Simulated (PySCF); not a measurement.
# Exercise with solution: chemical shift, span and skew from a shielding tensor

Si(F)(Cl)(OH)(OMe) (CH4ClFO2Si), SMILES CO[Si](O)(F)Cl. Atoms are numbered in the order given.

```xyz
10

C     -2.1495    -0.4629     1.0020
O     -1.2171     0.5313     0.6563
Si     0.3030     0.2946     0.1448
O      1.2027    -0.3626     1.3398
F      0.8818     1.7242    -0.2927
Cl     0.3518    -0.9045    -1.5174
H     -1.8355    -1.0092     1.9067
H     -2.2884    -1.1872     0.1815
H     -3.1138     0.0240     1.2039
H      2.0909    -0.6653     1.1300
```
Charge 0, spin multiplicity 1.

Geometry optimised at PBE0-D3(BJ)/def2-SVP. The values are those of a single conformer.

GIAO shieldings from PBE0/pcSseg-1 (PySCF), non-relativistic, no solvent. The symmetric part of the tensor of Si3 has the principal values 395.8, 405.8, 437.4 ppm. The same nucleus in TMS has σ = 352.7 ppm at this level (PySCF, at its B3LYP-D3(BJ)/def2-TZVP geometry). Without spin–orbit terms, shifts of atoms bonded to Cl or Br come out too high.

Problem. Work out the isotropic shielding, the ²⁹Si shift against TMS, the span and the skew.

Solution. 
σ(iso) = (σ11 + σ22 + σ33)/3 = 413.0 ppm. δ = σ(ref) − σ(iso) = 352.7 − (413.0) = -60.3 ppm.
Span Ω = σ33 − σ11 = 41.6 ppm. Skew κ = 3(σ(iso) − σ22)/Ω = 0.52. Tumbling in solution averages the tensor to δ; in a static solid the shielding alone would spread this spin-1/2 line over Ω.
